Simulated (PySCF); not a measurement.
F$_{2}$OS, charge +1, doublet, geometry from GFN2-xTB (a state made from the parent by changing its charge; the spin is typed, not shown lowest); PySCF with CAMB3LYP/cc-pVDZ.

Input for PySCF:
```python
from pyscf import gto, scf, dft

mol = gto.M(
    atom='''
O     1.412777   -0.152744   -0.328451
S     0.175328   -0.006149    0.328915
F    -0.664628    1.263810   -0.187633
F    -0.902868   -1.117107   -0.105148
''',
    basis='cc-pvdz',
    charge=1,
    spin=1,
    verbose=5,
)

mf = dft.UKS(mol)
mf.xc = 'camb3lyp'
mf.small_rho_cutoff = 0
mf.kernel()
```

Task: Predict the main parts of the log of this PySCF run.

Result: 
```
PySCF version 2.14.0

[INPUT] verbose = 5
[INPUT] max_memory = 4000
[INPUT] num. atoms = 4
[INPUT] num. electrons = 41
[INPUT] charge = 1
[INPUT] spin (= nelec alpha-beta = 2S) = 1
[INPUT] symmetry False subgroup None
[INPUT] Mole.unit = angstrom
[INPUT] Symbol           X                Y                Z      unit          X                Y                Z       unit  Magmom
[...]
[INPUT] ---------------- BASIS SET ----------------
[INPUT] l, kappa, [nprim/nctr], expnt,             c_1 c_2 ...
[INPUT] S
[...]
                                16610             0.00192026 -0.000527681 0.000153483
                                3781              0.00996192 -0.00279671 0.000809503
                                1071              0.0402975 -0.0112651 0.00328974
                                349.8             0.128604 -0.0388834 0.0112967
                                126.3             0.30348 -0.0995025 0.0296385
                                49.26             0.421432 -0.19974 0.0599851
                                20.16             0.230781 -0.12336 0.0413248
                                5.72              0.0178971 0.513194 -0.207474
                                2.182             -0.00297516 0.60712 -0.392889
                                0.4327            0.000849522 0.0396753 0.63284
[...]
                                94.19             0.0341708 -0.00865664
                                29.75             0.14425 -0.0390886
                                10.77             0.353928 -0.0934625
                                4.119             0.459085 -0.147994
                                1.625             0.206383 0.0301904
                                0.4726            0.0102141 0.561573
[...]
[INPUT] O
[...]
                                1759              0.00547 -0.001263
                                400.8             0.027837 -0.006267
                                113.7             0.1048 -0.025716
                                37.03             0.283062 -0.070924
                                13.27             0.448719 -0.165411
                                5.025             0.270952 -0.116955
                                1.013             0.015458 0.557368
[...]
                                3.854             0.228913
                                1.046             0.508728
[...]
[INPUT] F
[...]
                                2207              0.005553 -0.001308
                                502.8             0.028267 -0.006495
                                142.6             0.106444 -0.026691
                                46.47             0.286814 -0.07369
                                16.7              0.448641 -0.170776
                                6.356             0.264761 -0.112327
                                1.316             0.015333 0.562814
[...]
                                4.977             0.235718
                                1.347             0.508521
[...]
nuclear repulsion = 191.026359123463
number of shells = 20
number of NR pGTOs = 119
number of NR cGTOs = 60
basis = cc-pvdz
ecp = {}

******** <class 'pyscf.dft.uks.UKS'> ********
method = UKS
initial guess = minao
damping factor = 0
level_shift factor = 0
DIIS = <class 'pyscf.scf.diis.CDIIS'>
diis_start_cycle = 1
diis_space = 8
diis_damp = 0
SCF conv_tol = 1e-09
SCF conv_tol_grad = None
SCF max_cycles = 50
direct_scf = True
direct_scf_tol = 1e-13
number electrons alpha = 21  beta = 20
XC library pyscf.dft.libxc version 7.1.2
    S. Lehtola, C. Steigemann, M. J. T. Oliveira, and M. A. L. Marques,  SoftwareX 7, 1–5 (2018)
XC functionals = camb3lyp
    T. Yanai, D. P. Tew, and N. C. Handy,  Chem. Phys. Lett. 393, 51 (2004)
radial grids:
    Treutler-Ahlrichs [JCP 102, 346 (1995); DOI:10.1063/1.469408] (M4) radial grids

becke partition: Becke, JCP 88, 2547 (1988); DOI:10.1063/1.454033
pruning grids: <function nwchem_prune>
grids dens level: 3
symmetrized grids: False
[...]
cycle= 12 E= -672.544098475176  delta_E= -3.03e-09  |g|= 2.69e-05  |ddm|= 0.000157
  alpha mo_energy =
[-89.55700979 -25.14439356 -25.14437321 -19.64993658  -8.59530123
  -6.55902811  -6.5587837   -6.5556384   -1.68794944  -1.62623838
  -1.5593246   -1.12897117  -0.97493356  -0.95436957  -0.92711592
  -0.86044156  -0.84575174  -0.81685873  -0.81413459  -0.78565082
  -0.74272546  -0.29293853  -0.26853     -0.18975967   0.16070977
   0.17400636   0.19711491   0.21702675   0.26378697   0.29610773
   0.37097464   0.51664579   0.53431812   0.7098096    0.7341263
   0.87380232   0.9211124    0.96711836   0.98835959   1.00273653
   1.04769363   1.10609042   1.46404386   1.80826765   2.10656946
   2.26690147   2.27244963   2.44815813   2.46573226   2.98318715
   3.25724886   3.28638328   3.28656969   3.29012908   3.29329509
   3.33616033   3.34609163   3.39834304   3.53748452   3.65485532]
  beta  mo_energy =
[-89.55508106 -25.13929092 -25.13927512 -19.63649366  -8.59290522
  -6.5579973   -6.55778932  -6.55038375  -1.67562769  -1.61332773
  -1.53301694  -1.09962243  -0.95683436  -0.92052805  -0.90807384
  -0.84147341  -0.8279083   -0.81265662  -0.7812622   -0.7744659
  -0.4984353   -0.27237201  -0.24761407  -0.17074661   0.17242668
   0.17487285   0.2007881    0.22067148   0.27193507   0.31293192
   0.40634904   0.51912688   0.54380869   0.7415185    0.74290278
   0.8902878    0.92604318   0.97474862   0.99788935   1.01158628
   1.05764668   1.10967834   1.47904156   1.81591292   2.11559541
   2.30268486   2.30782126   2.47759544   2.48719924   3.00449958
   3.26905908   3.29104612   3.29347151   3.29465622   3.29751
   3.35009409   3.35830174   3.41122937   3.55148518   3.66907167]
multiplicity <S^2> = 0.76205964  2S+1 = 2.0120235
nelec by numeric integration = [20.99999922 19.99999891]
E1 = -1296.609356635602  E2 = 433.03889903652373  Ecoul = 487.79912696749483  Exc = -54.76022793097109
cycle= 13 E= -672.544098475615  delta_E= -4.39e-10  |g|= 1.21e-05  |ddm|= 3.79e-05
  alpha mo_energy =
[-89.55701598 -25.1443927  -25.14437177 -19.64993239  -8.59530611
  -6.55903309  -6.55878866  -6.55564354  -1.6879499   -1.62623851
  -1.55932327  -1.12897211  -0.97493381  -0.95436969  -0.92711538
  -0.86044129  -0.84575123  -0.81685868  -0.81413339  -0.78564957
  -0.74272603  -0.29293954  -0.26853098  -0.18976069   0.16070785
   0.17400513   0.197114     0.21702595   0.26378542   0.29610603
   0.37097286   0.51664435   0.53431822   0.70981096   0.73412758
   0.87380256   0.92111253   0.96711847   0.98835979   1.00273667
   1.04769378   1.10609041   1.46404501   1.80826748   2.10656942
   2.26690372   2.27245187   2.44815996   2.46573379   2.98318848
   3.25724899   3.28638338   3.28656999   3.29012925   3.2932953
   3.33616044   3.34609163   3.39834311   3.5374844    3.65485519]
  beta  mo_energy =
[-89.55508717 -25.13929016 -25.13927364 -19.63648984  -8.59291002
  -6.55800222  -6.55779422  -6.55038866  -1.6756283   -1.61332801
  -1.53301634  -1.099623    -0.95683477  -0.92052817  -0.90807358
  -0.84147314  -0.82790841  -0.81265624  -0.78126203  -0.77446506
  -0.49843565  -0.27237288  -0.24761501  -0.17074741   0.17242524
   0.1748719    0.20078711   0.22067065   0.27193377   0.31293081
   0.40634767   0.51912551   0.54380886   0.74151941   0.74290373
   0.89028788   0.92604337   0.97474866   0.99788944   1.0115863
   1.05764669   1.10967842   1.47904233   1.81591263   2.11559526
   2.30268636   2.30782278   2.47759644   2.48720046   3.00450042
   3.26905911   3.29104628   3.29347171   3.29465641   3.29751023
   3.35009406   3.35830172   3.4112293    3.55148495   3.66907143]
multiplicity <S^2> = 0.7620594  2S+1 = 2.0120233
nelec by numeric integration = [20.99999922 19.99999891]
E1 = -1296.6093684719676  E2 = 433.03891087289605  Ecoul = 487.79913349608915  Exc = -54.7602226231931
Extra cycle  E= -672.544098475608  delta_E= 6.59e-12  |g|= 1.74e-05  |ddm|= 1.89e-05
converged SCF energy = -672.544098475608  <S^2> = 0.7620594  2S+1 = 2.0120233
```
